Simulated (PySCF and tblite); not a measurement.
C₂H₈OSi, numbered as in [CH3:1][O:2][SiH2:3][CH3:4]. Level: PBE0-D3(BJ)/def2-TZVP//PBE0-D3(BJ)/def2-SVP, thermal terms from GFN2-xTB, symmetry numbers and mirror pairs counted. Conformers within 4 kcal/mol (GFN2-xTB free energy) were kept, 5 at most. GIAO shieldings: PBE0/pcSseg-1. Shifts are against TMS (¹H), TMS (¹³C), TMS (²⁹Si) at the same level. Codes: tblite and PySCF.

Torsions listed: C1–O2–Si3–C4. Of a mirror pair one member is shown.

Two conformers hold nearly all the population. I: 180°; δ(C1) = 54.00 ppm. II: -65°; δ(C1) = 53.01 ppm. The average over the ensemble at 298.15 K is 53.55 ppm.

(1) What populations and free-energy difference follow from a two-state model?

Results:

(1) p(I) = (53.55 − 53.01)/(54.00 − 53.01) = 0.55, so K = p(II)/p(I) = 0.83 and G(II) − G(I) = −RT ln K = 0.11 kcal/mol. One of the two counts twice, as a mirror pair, which this difference holds. The weights computed directly are 54.7 % and 45.3 %.
